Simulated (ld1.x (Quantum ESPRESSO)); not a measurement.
# Which change was made? (N, TM semilocal)

```
Element                 : nitrogen (N)
Generator               : ld1.x (Quantum ESPRESSO) 7.5
Type                    : norm-conserving Troullier–Martins (semilocal form)
Functional              : LDA (PZ)
Relativity              : non-relativistic
Frozen core             : [He]
Valence charge          : 5
Reference configuration : 2s2 2p2 (charge +1)
Partial waves           : 2p (bound): rc 1.45 bohr; 2s (bound): rc 0.90 bohr
Local potential         : the s channel
Core correction         : none
```

Cutoffs, loose and tight: the cutoffs (Ry, on a coarse ladder) from which the occupation-weighted sum of valence levels, in a spherical-Bessel basis at the reference potential, stays within 10 and 1 mRy of its value at 400 Ry. They do not see the model core or the augmentation charge, which bear on the density cutoff. Test errors are all-electron minus pseudo excitation energies from the reference, over the configurations 2s2 2p3; 2s2 2p1; 2s2 2p0; 2s0 2p5; 2s2 2p3.3; 2s1 2p3; 2s2 2p2.5 (two spin-polarised tests are not counted in the largest error); variants that change the core or the reference have their own tests.

The base gives: outcome: generated; cutoff, loose: 60 Ry; cutoff, tight: 140 Ry; bound ghosts: none; largest test error (meV): +446.

After one change the result is: outcome: generated; cutoff, loose: 80 Ry; cutoff, tight: 140 Ry; bound ghosts: none; largest test error (meV): +276. Which change was it?
A. reference 2s2 2p3
B. wave 2p (bound): rc 1.45 bohr becomes 2p (bound): rc 1.16 bohr
C. all radii scaled by about 1.18 (s 1.06, p 1.72 bohr)
D. type PAW, which also changes the form from semilocal to separable; waves now 2s (bound): rcut 0.80, rcutus 0.90 bohr; 2s channel at -1.7 Ry: rcut 0.80, rcutus 0.90 bohr; 2p (bound): rcut 1.25, rcutus 1.45 bohr; 2p channel at -1.25 Ry: rcut 1.25, rcutus 1.45 bohr; local potential all-electron potential smoothed inside 1.30 bohr (lloc = -1); core correction a·sin(br)/r model core, default radius (ld1.x builds one for every PAW set, though the input has nlcc=.false.); augmentation BESSEL, radius 0.80 bohr
E. core correction a·sin(br)/r model core inside 0.52 bohr

B. The others give: all radii scaled by about 1.18 (s 1.06, p 1.72 bohr) → outcome: generated; cutoff, loose: 50 Ry; cutoff, tight: 120 Ry; bound ghosts: none; largest test error (meV): +755 | core correction a·sin(br)/r model core inside 0.52 bohr → outcome: generated; cutoff, loose: 60 Ry; cutoff, tight: 140 Ry; bound ghosts: none; largest test error (meV): +340 | type PAW, which also changes the form from semilocal to separable; waves now 2s (bound): rcut 0.80, rcutus 0.90 bohr; 2s channel at -1.7 Ry: rcut 0.80, rcutus 0.90 bohr; 2p (bound): rcut 1.25, rcutus 1.45 bohr; 2p channel at -1.25 Ry: rcut 1.25, rcutus 1.45 bohr; local potential all-electron potential smoothed inside 1.30 bohr (lloc = -1); core correction a·sin(br)/r model core, default radius (ld1.x builds one for every PAW set, though the input has nlcc=.false.); augmentation BESSEL, radius 0.80 bohr → outcome: generated; cutoff, loose: 35 Ry; cutoff, tight: 55 Ry; bound ghosts: none; largest test error (meV): +3.6 | reference 2s2 2p3 → outcome: generated; cutoff, loose: 60 Ry; cutoff, tight: 140 Ry; bound ghosts: none; largest test error (meV): +618. In the semilocal form every listed channel keeps its own potential, so the choice of the local channel does not act on these tests. It acts once the file is put into the separable form.
